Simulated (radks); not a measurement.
Results of a calculation; reference values are marked as such.
All-electron atom: Zr VI in [Ar] 3d10 4s2 4p5 (the NIST ground configuration). Level of theory: Dirac Kohn-Sham, LDA (Slater exchange, Perdew-Wang correlation), spin-unpolarised, spherical densities, point nucleus; open shells fill j = l - 1/2 first (a radial shooting solver on a logarithmic mesh with Libxc functionals).

Spin-orbit splittings of the eigenvalues, e(l+1/2) - e(l-1/2), with zeta = 2 splitting/(2l+1) and mean radii in bohr:

shell  occ.  splitting (eV)  zeta (eV)  <r> j=l-1/2  <r> j=l+1/2
2p        6           85.72      57.14       0.1387       0.1431
3p        6               ?          ?       0.4550       0.4655
3d       10           2.512      1.005       0.4494       0.4529
4p        5           2.089      1.392        1.263        1.287

Estimate the 3p splitting.

Answer. 13.70 eV (zeta = 9.135 eV).
